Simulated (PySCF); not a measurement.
## Working out the ionisation energy of Ga

Ga [Ar] 3d10 4s2 4p1 (2P) → Ga+ [Ar] 3d10 4s2 (1S). Computed with PySCF 2.14 in aug-cc-pVTZ-PP with one added diffuse shell each of s, d, f type with ECP10MDF (7s5p5d3f, 68 functions), with a scalar-relativistic core potential. Frozen: 3s2 3p6 3d10. Energies in hartree (1 hartree = 27.21139 eV):

```csv
part,Ga (lower),Ga+ (upper)
UHF,-258.302074,-258.098742
CCSD correlation,-0.047252,-0.037352
(T),-0.000909,0.000000
```

Task: What does Hartree-Fock give?

Result: (-258.098742) − (-258.302074) = 0.203332 hartree = 5.533 eV.

Task: What do CCSD and CCSD(T) give?

Result: The CCSD correlation energies differ by 0.009900 hartree = 0.269 eV and the triples by 0.000909 hartree = 0.025 eV, so CCSD gives 5.802 eV and CCSD(T) 5.827 eV.

Measured between the centres of the two terms (NIST): 5.931 eV, so CCSD(T) (valence) is off by -0.104 eV.

What remains against the reference includes basis incompleteness, the frozen core and higher excitations.
